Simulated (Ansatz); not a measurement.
An input meant for BiH2Me (CH5Bi) (charge 0, singlet).

```yaml
crystal:
  periodic: [false, false, false]
  atoms:
    - {symbol: Bi, position_ang: [0.503926, 0.879438, 1.078737]}
    - {symbol: H, position_ang: [1.984493, 0.903799, 0.036332]}
    - {symbol: H, position_ang: [-0.238085, 2.170269, 0.047835]}
    - {symbol: C, position_ang: [-0.451147, -0.792150, -0.154443]}
    - {symbol: H, position_ang: [0.072689, -1.727299, 0.074464]}
    - {symbol: H, position_ang: [-0.367359, -0.559885, -1.220012]}
    - {symbol: H, position_ang: [-1.504526, -0.874172, 0.137088]}
basis:
  gaussian: {orbitals: def2-mTZVP}
total_charge: 4
hamiltonian: {xc: {name: revPBE}}
scf: {omitted_lower_state_checks: [starts]}
output: {forces: true}
```

```sh
$ ansatz run in.yaml --threads 4 --pin off --events-out ev --progress --plain --max-ram 3916MiB
```

It prints (some lines left out):

```
Functional definition: revPBE
736 factors; their error is unknown
mean field evaluation 1: about -6813.7144 eV, gradient 1.5e2 eV
mean field evaluation 2: about -6598.6528 eV, gradient 1.4e2 eV
mean field evaluation 4: about -6814.3009 eV, gradient 1.4e2 eV
mean field evaluation 8: about -6814.9614 eV, gradient 1.4e2 eV
mean field evaluation 16: about -6879.5597 eV, gradient 2.2e-3 eV
mean field -6879.55969609 eV, -252.8191556982 hartree, gradient 2.1e-5 eV, S^2 0.000000; 0 other end points of the search recorded, 0 dependent functions left out
reference -6879.55973499 eV, -252.8191571278 hartree; 15, 15 occupied and 55, 55 virtual orbitals, 736 factors
Total energy: -6879.55973499 eV, -252.8191571278 hartree
Atom 0 at     0.503926     0.879438     1.078737 Å, force    -1.487425    -2.554037     3.788587 eV/Å
Atom 1 at     1.984493     0.903799     0.036332 Å, force     3.599804     1.421150    -2.125337 eV/Å
Atom 2 at    -0.238085     2.170269     0.047835 Å, force    -0.613128     3.827069    -2.070247 eV/Å
Atom 3 at    -0.451147    -0.792150    -0.154443 Å, force     0.119651     0.687777    -0.712529 eV/Å
Atom 4 at     0.072689    -1.727299     0.074464 Å, force     0.322517    -3.514900     1.487592 eV/Å
Atom 5 at    -0.367359    -0.559885    -1.220012 Å, force     0.986192     1.858757    -1.995969 eV/Å
Atom 6 at    -1.504526    -0.874172     0.137088 Å, force    -2.927612    -1.725815     1.627902 eV/Å
Dipole moment:    -0.529323    -0.934224    -1.536162 e Å
Checks for a lower state left out: starts
```

In this input the charge is far from what the species holds (4 typed, 0 meant). The run converged. The result belongs to that input, not to the species as meant.

In the def2 sets Bi takes a core potential; there is no spin–orbit coupling.
